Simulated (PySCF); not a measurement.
**TDDFT excited states: C4H3NO2S**

Species: C4H3NO2S.
InChI=1S/C4H3NO2S/c6-2-3-1-4(8)7-5-3/h1-2,8H

Computed with PySCF, TDDFT wB97X-D/def2-SVPD, vertical, gas phase, core orbitals frozen in the response. The structure is a single GFN2-xTB conformer in the gas phase; no vibrational or solvent corrections. Torsions of this conformer, `[O:1]=[CH:2][c:3]1[cH:4][c:5]([SH:6])[o:7][n:8]1`: O1–C2–C3–C4 0°, H–S6–C5–C4 180°.

**Question.** List the vertical singlet excitations with oscillator strengths and describe the spectrum.

**Answer.** 

| state | λ (nm) | E (eV) | f | \|μ\| (D) | symmetry | main configurations (H = HOMO, L = LUMO) |
| --- | --- | --- | --- | --- | --- | --- |
| S1 | 316.7 | 3.91 | 0.0002 | 0.13 | – | H-1→L (92%) |
| S2 | 251.9 | 4.92 | 0.055 | 1.72 | A′ | H→L (94%) |
| S3 | 222.4 | 5.57 | 0.0004 | 0.14 | – | H→L+2 (85%) |
| S4 | 214.2 | 5.79 | 0.0030 | 0.37 | A″ | H-3→L (94%) |
| S5 | 202.7 | 6.12 | 0.217 | 3.06 | A′ | H→L+1 (89%) |
| S6 | 188.1 | 6.59 | 0.020 | 0.89 | A″ | H→L+3 (83%) |
| S7 | 186.8 | 6.64 | 0.491 | 4.42 | A′ | H-2→L (87%) |
| S8 | 173.4 | 7.15 | 0.0001 | 0.06 | – | H-1→L+1 (84%) |

Triplets, Tamm–Dancoff:

| state | E (eV) | λ (nm) | main configurations (H = HOMO, L = LUMO) |
| --- | --- | --- | --- |
| T1 | 3.37 | 367.4 | H-1→L (90%) |
| T2 | 3.60 | 344.3 | H→L (66%), H→L+1 (14%), H-4→L (10%) |
| T3 | 4.75 | 260.8 | H→L+1 (70%) |

The lowest singlet lies at 3.91 eV (317 nm, ultraviolet) and is dark (f under 0.0005); its leading configuration is HOMO-1→LUMO (92%). The strongest level in the table is S7 at 6.64 eV (187 nm, f = 0.491). Löwdin shares by element: HOMO sulfur 40%, carbon 32% or more, nitrogen 16%; LUMO carbon 38% or more, oxygen 24% or more, nitrogen 21% (atoms not listed hold the other 17%). Of the 8 states listed, 4 reach f = 0.01 and 3 stay under 0.0005. Weighted by f, the mean energy of these states is 6.37 eV. The listed states span 3.24 eV, and the widest gap between neighbours is 1.01 eV (S1 to S2). Symmetry labels in Cs follow from the direction of the transition dipole and are given only for states with f of 0.002 or more. Only the lowest 8 singlets were computed, as vertical energies without vibronic structure.
